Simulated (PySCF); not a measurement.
A PySCF script (with the pyscf-properties extension) for the NMR shieldings of `O[C@@H]1C[C@@H]2C[C@H](F)[C@@H]21`, C6H9FO, on a GFN2-xTB geometry:

```python
import basis_set_exchange as bse
import numpy as np
from pyscf import gto, dft
from pyscf.prop import nmr

atoms = """
O     2.260958    0.073087    0.749328
C     1.306946    0.666719   -0.062860
C     0.078760    1.360017    0.577834
C    -0.841673    0.653536   -0.432029
C    -1.523449   -0.605744    0.119290
C    -0.292696   -1.431889   -0.280186
F     0.379868   -1.973504    0.793850
C     0.353305   -0.192875   -0.929194
H     1.844488   -0.615154    1.283036
H     1.862666    1.358448   -0.702013
H    -0.092370    1.056938    1.609479
H     0.089281    2.445523    0.525957
H    -1.422178    1.290392   -1.091837
H    -1.729532   -0.596722    1.187993
H    -2.423424   -0.898241   -0.416461
H    -0.476667   -2.263384   -0.965990
H     0.618718   -0.315118   -1.976106
"""
names = dict.fromkeys(["O", "C", "F", "H"], "pcSseg-1")
basis = {el: gto.basis.parse(bse.get_basis(n, elements=[el], fmt="nwchem")) for el, n in names.items()}
mol = gto.M(atom=atoms, basis=basis, charge=0, verbose=0)
mf = dft.RKS(mol, xc="PBE0")
mf.grids.level = 2
mf.grids.alignment = dft.numint.BLKSIZE   # the property module wants whole blocks of grid points
mf.conv_tol = 1e-9
mf.kernel()

calc = nmr.RKS(mf)   # GIAO
C = mf.mo_coeff
Co = C[:, mf.mo_occ > 0]
resp = mf.gen_response(singlet=True, hermi=2)
def vind(x):   # induced exchange potential for any number of trial vectors
    d = np.einsum("pi,xij,qj->xpq", C, 2 * x.reshape(-1, C.shape[1], Co.shape[1]), Co, optimize=True)
    return np.einsum("xpq,pi,qj->xij", resp(d - d.transpose(0, 2, 1)), C, Co, optimize=True).ravel()
mo1, _ = nmr.rhf.solve_mo1(calc, with_cphf=vind)
sigma = calc.kernel(mo1)
for i, s in enumerate(sigma):   # ppm
    w = np.linalg.eigvalsh((s + s.T) / 2)
    print("%2d %-2s iso %8.1f  s11 %8.1f  s22 %8.1f  s33 %8.1f" % (i, mol.atom_pure_symbol(i), w.mean(), *w))
```

**Question.** Give the expected output.

**Answer.** 
```
 0 O  iso    260.7  s11    240.7  s22    266.2  s33    275.2
 1 C  iso    118.2  s11     87.4  s22    108.7  s33    158.6
 2 C  iso    141.8  s11    119.7  s22    141.7  s33    164.0
 3 C  iso    166.8  s11    154.2  s22    162.7  s33    183.6
 4 C  iso    146.1  s11    130.3  s22    148.6  s33    159.4
 5 C  iso     93.0  s11     52.2  s22     76.8  s33    150.1
 6 F  iso    386.0  s11    335.6  s22    390.3  s33    432.2
 7 C  iso    139.6  s11    116.8  s22    133.1  s33    168.9
 8 H  iso     29.0  s11     18.9  s22     29.6  s33     38.7
 9 H  iso     27.3  s11     23.4  s22     27.2  s33     31.1
10 H  iso     29.7  s11     27.6  s22     28.3  s33     33.3
11 H  iso     28.6  s11     25.8  s22     26.3  s33     33.6
12 H  iso     29.9  s11     25.4  s22     28.6  s33     35.6
13 H  iso     29.6  s11     27.0  s22     27.3  s33     34.3
14 H  iso     28.9  s11     25.9  s22     26.7  s33     34.0
15 H  iso     26.1  s11     22.1  s22     26.4  s33     29.8
16 H  iso     28.6  s11     25.7  s22     27.7  s33     32.6
```

These numbers come from an equivalent density-fitted implementation of the same equations, which agrees with the script to about 0.01 ppm for H and up to a few tenths of a ppm for heavy atoms, so last digits may differ.

Size and cost of the density-fitted run: 181 basis functions, 26 s wall time on 1 thread of an Arm Neoverse V1, shared host.
